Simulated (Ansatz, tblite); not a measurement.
Cost and result up the ladder for TeCl₄ (5 atoms). Total charge 0; singlet. Geometry: PBE-D4/def2-SVP.

```xyz
5

Te    0.379   -0.314   -0.290
Cl    0.386   -2.083    1.440
Cl    0.504    1.346   -2.121
Cl    0.731    1.376    1.350
Cl   -2.001   -0.325   -0.379
```

Ansatz on 4 threads of Arm Neoverse V2 on a shared host; xTB runs through tblite on one thread. Times are rough, summed over both states, and most runs start from the orbitals of an earlier one. PBE0-D4/def2-TZVP serves as the yardstick here, not as an exact answer. The other state is a triplet.

In the def2 sets Te takes a core potential; there is no spin–orbit coupling. The xTB rows come from tblite. HOMO above LUMO, or a gap near zero within one spin, warns that the state may not be the lowest or that an electron is smeared out.

xTB has no spin-polarisation term.

```
                          level  functions  vertical triplet (eV)  difference from PBE0-D4/def2-TZVP (eV)                                  remarks
            r2SCAN-D4/def2-TZVP        198                   2.91                                   -0.04                                        –
               PBE-D4/def2-TZVP        198                   2.94                                    0.00  gap within one spin near zero (triplet)
PBE0-D4/def2-TZVP (with forces)        198                   2.94                                    0.00                                        –
                       GFN2-xTB         45                   3.11                                    0.17                                        –
                       GFN1-xTB         45                   3.18                                    0.24                                        –
```

(1) Estimate how long each takes.

## Answers

(1) GFN1-xTB 0.01 s; GFN2-xTB 0.013 s; PBE-D4/def2-TZVP 9 s; r2SCAN-D4/def2-TZVP 13 s; PBE0-D4/def2-TZVP (with forces) 21 s. On shared hardware such times vary by a factor of up to 3.
